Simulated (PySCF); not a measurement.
First SCF of a structure search on doublet HTa(OH), at a hand-made linear (heavy-atom frame) geometry. PySCF input:

```python
from pyscf import gto, scf, dft
mol = gto.M(atom='''
Ta     0.000000     0.000000     0.000000
H      0.000000     0.000000     1.780000
O      0.000000     0.000000    -2.090000
H      0.735400     0.000000    -2.707100''',
    basis={'Ta': 'def2-TZVP', 'H': 'def2-TZVP', 'O': 'def2-TZVP'},
    ecp={'Ta': 'def2-TZVP'},
    charge=0, spin=1)
mf = dft.UKS(mol, xc='PBE0')
mf.grids.atom_grid = (50, 194)
aux = {'Ta': 'def2-universal-JKFIT', 'H': 'def2-universal-JKFIT', 'O': 'def2-universal-JKFIT'}
mf = mf.density_fit(auxbasis=aux)
mf.conv_tol = 1e-08
mf.diis_space = 10
mf.max_cycle = 60
mf.init_guess = 'minao'
mf.verbose = 4
mf.kernel()
```

Excerpt of the output (cycles alone); where DIIS stalls, ADIIS, DIIS with a small level shift and a second-order solver take over in turn:

```
init E= -114.588829824312
cycle= 1 E= -133.137818524737  delta_E= -18.5  |g|= 0.559  |ddm|= 3.61
cycle= 2 E= -132.80543196845  delta_E= 0.332  |g|= 1.06  |ddm|= 1.18
cycle= 3 E= -133.235713026365  delta_E= -0.43  |g|= 0.214  |ddm|= 0.596
cycle= 4 E= -133.260516946755  delta_E= -0.0248  |g|= 0.0358  |ddm|= 0.319
cycle= 5 E= -133.261250718878  delta_E= -0.000734  |g|= 0.00835  |ddm|= 0.0632
cycle= 6 E= -133.261297771859  delta_E= -4.71e-05  |g|= 0.0023  |ddm|= 0.0102
cycle= 7 E= -133.26131049468  delta_E= -1.27e-05  |g|= 0.00115  |ddm|= 0.00663
cycle= 8 E= -133.261318916539  delta_E= -8.42e-06  |g|= 0.000808  |ddm|= 0.00621
cycle= 9 E= -133.261326342984  delta_E= -7.43e-06  |g|= 0.000484  |ddm|= 0.00824
cycle= 10 E= -133.261329521611  delta_E= -3.18e-06  |g|= 0.000309  |ddm|= 0.00619
cycle= 11 E= -133.261330962666  delta_E= -1.44e-06  |g|= 0.000237  |ddm|= 0.00372
cycle= 12 E= -133.261332277718  delta_E= -1.32e-06  |g|= 0.000214  |ddm|= 0.00362
cycle= 13 E= -133.261333634352  delta_E= -1.36e-06  |g|= 0.000192  |ddm|= 0.00406
cycle= 14 E= -133.261336516621  delta_E= -2.88e-06  |g|= 0.000151  |ddm|= 0.0103
cycle= 15 E= -133.261339802401  delta_E= -3.29e-06  |g|= 7.02e-05  |ddm|= 0.0238
cycle= 16 E= -133.261339868985  delta_E= -6.66e-08  |g|= 2.91e-05  |ddm|= 0.00239
cycle= 17 E= -133.261339883724  delta_E= -1.47e-08  |g|= 1.79e-05  |ddm|= 0.00121
cycle= 18 E= -133.261339886425  delta_E= -2.7e-09  |g|= 5.27e-06  |ddm|= 0.000533
Extra cycle  E= -133.261339886619  delta_E= -1.94e-10  |g|= 4.21e-06  |ddm|= 3.26e-05
converged SCF energy = -133.261339886619  <S^2> = 0.76680257  2S+1 = 2.0167326
```

This is not the lowest solution: all starts ended here, but a stability analysis within the same unrestricted form found one 25.6 kJ/mol lower, at -133.27108 Eh.

With open d or f shells other occupations or spin states may lie lower. Spin–orbit coupling, left out here, can matter for elements this heavy.

The search for the lowest solution, 3 starts and the stability check together, took 53 s on 2 threads of a shared Arm Neoverse N1 host, with 83 basis functions; the process peaked at 0.42 GiB.
